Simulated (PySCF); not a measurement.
**Computed properties of W(OH)(H)5 (H6OW), SMILES [OH][WH5], multiplicity 1**

H6OW, SMILES [OH][WH5], multiplicity 1. Geometry optimised at PBE0-D3(BJ)/def2-TZVP. The spin state was assumed, not searched. The structure was generated by enumeration; whether it is a known compound was not checked. The def2 effective core potentials stand for the cores of W; spin–orbit coupling is left out. The values are those of a single conformer. All values are computed for the isolated molecule unless a solvent is named; none is compared with measurement here.

**Structure.** The optimised structure has Cs symmetry. All 18 harmonic modes at PBE0-D3(BJ)/def2-TZVP (PySCF) are real, so it is a minimum.

**Vibrations.** The strongest infrared lines (harmonic, unscaled, degenerate partners summed) lie at 1995 cm⁻¹ (187 km/mol, H 99 %), 3908 cm⁻¹ (177 km/mol, H 94 %), 2051 cm⁻¹ (114 km/mol, H 99 %). The softest mode is at 256 cm⁻¹ and the zero-point energy is 32.7 kcal/mol.

**Electronic structure.** PBE0/def2-TZVPD (PySCF) places the frontier levels at -7.97 and -2.57 eV, a gap of 5.40 eV, and gives a dipole moment of 2.55 D and a mean polarisability of 55.0 bohr³. PBE/def2-TZVPD (PySCF) at the same geometry gives -6.70 and -3.48 eV, so its gap is 2.18 eV narrower. An orbital gap is neither the optical nor the fundamental gap.

**Excitations.** TDA-CAM-B3LYP/def2-SVPD (PySCF) has S1 at 3.64 eV (340 nm, f = 0.011, weak); the most intense of the 10 singlets computed lies at 5.05 eV (f = 0.04). T1 (TDA) is at 2.98 eV, 0.66 eV under S1. TDA-PBE/def2-SVPD (PySCF) puts S1 at 3.53 eV. No vertical singlet excitation falls in the visible range (under 3.1 eV).
